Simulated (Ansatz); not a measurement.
Si₄H₈, relaxed as a singlet with RKS r2SCAN-D4/def2-SVP in Ansatz, starting from the GFN1-xTB geometry. Force threshold 0.02 eV/Å.

The structure comes from a short search, and lower isomers may exist.

Start:

Cartesian coordinates in Å:
```
Si -0.7406 -1.4551 -0.3084
Si 0.7914 1.3441 0.5795
Si -1.4747 0.6882 0.3852
Si 1.4165 -0.5556 -0.6881
H 1.7011 -0.2748 -2.1025
H -2.3834 0.8309 1.5300
H -0.7660 -2.4598 0.7650
H 1.2793 1.2718 1.9660
H -2.2233 1.4154 -0.6500
H 2.6165 -1.3194 -0.3205
H 1.2327 2.6956 0.2136
H -1.4496 -2.1813 -1.3698
```

```
step  energy (eV)  largest force component (eV/Å)  SCF passes
   1  -31627.4612                           0.616          14
   2  -31627.6678                           0.104          16
   3  -31627.6785                           0.022          17
   4  -31627.6951                           0.072          16
   5  -31627.6957                           0.171          16
   6  -31627.7108                           0.018          18
```

Force components are those of the run's own axes.

End:

Cartesian coordinates in Å:
```
Si -0.704 -1.480 -0.183
Si 0.801 1.259 0.699
Si -1.459 0.715 0.266
Si 1.363 -0.498 -0.779
H 1.277 0.004 -2.187
H -2.504 0.953 1.309
H -0.543 -2.217 1.110
H 1.144 0.855 2.099
H -1.879 1.361 -1.018
H 2.639 -1.257 -0.597
H 1.302 2.645 0.443
H -1.437 -2.342 -1.161
```

By distances, no bond broke or formed. The bond that changes most is Si2–H11, from 1.47 to 1.50 Å (atoms count from 1). The end is the same structure that another start reached, the lowest one found.

No frequencies were taken in this run, so the end may be a saddle point.

It took 10 s on 4 threads of Arm Neoverse V1 on a shared host.
